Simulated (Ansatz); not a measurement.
The cluster Li₁₄⁺. Charge 1, multiplicity 2. Geometry PBE/def2-SVP.

```xyz
14

Li    0.365    2.559   -2.011
Li    0.424   -2.817    2.503
Li   -1.418    0.405   -3.467
Li    3.118   -1.956    1.063
Li    0.861   -0.566    0.924
Li    1.784   -0.064    3.347
Li   -2.668    2.482   -1.303
Li   -0.717   -2.338   -0.661
Li   -3.502   -0.598   -1.293
Li   -1.839   -0.502    1.691
Li   -0.973    0.468   -0.864
Li    1.617   -0.389   -1.815
Li   -0.028    2.176    1.188
Li    2.976    1.142    0.697
```

HSE06 is defined as in plane-wave codes, on full-range PBE exchange. Another isomer (doublet) lies 0.06 eV lower at PBE0/def2-TZVP; other spin states weren't run for this one.

(1) Estimate the α-spin orbital energies around the gap (eV) in Ansatz with PBE/def2-SVP, PBE/def2-TZVP, r2SCAN/def2-TZVP, PBE0/def2-SVP, HSE06/def2-TZVP.

Answers

(1) 
```tsv
orbital	PBE/def2-SVP	PBE/def2-TZVP	r2SCAN/def2-TZVP	PBE0/def2-SVP	HSE06/def2-TZVP
HOMO−5	-7.03	-7.14	-7.27	-7.84	-7.56
HOMO−4	-6.66	-6.74	-6.79	-7.27	-7.00
HOMO−3	-6.44	-6.51	-6.55	-7.02	-6.74
HOMO−2	-5.92	-6.00	-5.98	-6.36	-6.14
HOMO−1	-5.66	-5.74	-5.70	-6.08	-5.85
HOMO	-5.58	-5.64	-5.68	-6.03	-5.76
LUMO	-4.95	-5.01	-4.85	-4.44	-4.84
LUMO+1	-4.80	-4.85	-4.72	-4.32	-4.70
LUMO+2	-4.60	-4.65	-4.50	-4.13	-4.49
LUMO+3	-4.53	-4.55	-4.39	-4.02	-4.38
LUMO+4	-4.39	-4.45	-4.29	-3.90	-4.28
LUMO+5	-4.11	-4.20	-4.06	-3.55	-4.01
β HOMO	-5.56	-5.64	-5.60	-5.96	-5.74
β LUMO	-5.20	-5.26	-5.03	-4.70	-5.08
```
